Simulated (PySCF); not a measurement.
GeH6P2.
SMILES with atom numbers: `[PH2:1][GeH2:2][PH2:3]` (hydrogens: H4, H5 on P1; H6, H7 on Ge2; H8, H9 on P3)

Method: PBE0-D3(BJ)/def2-SVP geometry optimisation, gas phase in PySCF 2.14.0.

Problem. What internal coordinates does the optimisation give?

Solution. 
```csv
bond,length (Å)
"P1–Ge2, Ge2–P3",2.329
P1–H4 and 3 like bonds,1.430
"Ge2–H6, Ge2–H7",1.542
```

Bonds in one row agree within 0.01 Å and their mean is given. A selection of angles:
```csv
angle,degrees
Ge2–P1–H4,93.5
H4–P1–H5,93.2
P1–Ge2–P3,116.5
P1–Ge2–H6,107.9
H6–Ge2–H7,108.4
```

Ge2 (germanium bonded to 2 P and 2 H) is distorted tetrahedral (angles from 107.8° to 116.5°). P1 (three-coordinate phosphorus) is pyramidal (angles 93.6°, 93.5° and 93.2°, sum 280.2°, 0.87 Å off the plane of its three neighbours).

Point group: C2v (tolerance 0.08 Å). Whether it is a minimum is left open (no frequencies). One conformer, not necessarily the lowest (H–P1–Ge2–P3 48° and -46°, P1–Ge2–P3–H -47° and 47°).
